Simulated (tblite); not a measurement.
Isomers of C6H10FNSi2. Computed values, GFN2-xTB/tblite, gas phase, harmonic and unscaled. The method is semi-empirical: single wavenumbers can be off by several per cent or more. Modes of hydrogen on silicon can be 10 to 20 % off. One conformer each.

Electronic energies: GFN2-xTB at the same geometries; isomer energies are rough at this level and their order can be wrong.

| SMILES | electronic energy, lowest = 0 (kJ/mol) |
| --- | --- |
| N#C[C@@H]1[SiH2]CC[SiH2]/C1=C/F | 260.1 |
| N#C[C@@H]1CC[SiH2]/C1=C\[SiH2]F | 76.1 |
| N#C[C@@H]1[SiH2][C@@H]([SiH3])C/C1=C/F | 243.0 |
| C[SiH2][Si@H](F)c1ccccn1 | 0.0 |
| C=C(C)[SiH2]/C(F)=C/[SiH2]C#N | 402.9 |

**Question.** How do GFN2-xTB zero-point energies change the relative energies?

**Answer.** 
| SMILES | ZPE (kJ/mol) | of it from modes above 1550 cm⁻¹ | electronic (kJ/mol) | with ZPE, lowest = 0 (kJ/mol) | lowest mode (cm⁻¹) | rings |
| --- | --- | --- | --- | --- | --- | --- |
| C[SiH2][Si@H](F)c1ccccn1 | 367.3 | 186.0 | 0.0 | 0.0 | 17 | 1 |
| N#C[C@@H]1CC[SiH2]/C1=C\[SiH2]F | 364.5 | 185.8 | 76.1 | 73.3 | 31 | 1 |
| N#C[C@@H]1[SiH2][C@@H]([SiH3])C/C1=C/F | 355.6 | 181.8 | 243.0 | 231.3 | 31 | 1 |
| N#C[C@@H]1[SiH2]CC[SiH2]/C1=C/F | 362.5 | 185.4 | 260.1 | 255.3 | 50 | 1 |
| C=C(C)[SiH2]/C(F)=C/[SiH2]C#N | 351.4 | 197.4 | 402.9 | 387.0 | 4 | 0 |

The zero-point energies span 15.9 kJ/mol, from `C=C(C)[SiH2]/C(F)=C/[SiH2]C#N` to `C[SiH2][Si@H](F)c1ccccn1`. The order is unchanged.

**Question.** What do entropy and thermal enthalpy add at 298.15 K and 1 bar (rigid rotor, harmonic oscillator, one conformer each)?

**Answer.** 
| SMILES | point group | symmetry number | S (J/(mol K)) | H − H(0) (kJ/mol) | ZPE + H − H(0) − TS (kJ/mol) |
| --- | --- | --- | --- | --- | --- |
| N#C[C@@H]1CC[SiH2]/C1=C\[SiH2]F | C1 | 1 | 462.4 | 34.56 | 261.2 |
| N#C[C@@H]1[SiH2][C@@H]([SiH3])C/C1=C/F | C1 | 1 | 459.6 | 34.69 | 253.2 |
| N#C[C@@H]1[SiH2]CC[SiH2]/C1=C/F | C1 | 1 | 448.3 | 34.08 | 262.9 |

Not tabulated: `C[SiH2][Si@H](F)c1ccccn1` (lowest mode only 17 cm⁻¹); `C=C(C)[SiH2]/C(F)=C/[SiH2]C#N` (lowest mode only 4 cm⁻¹).
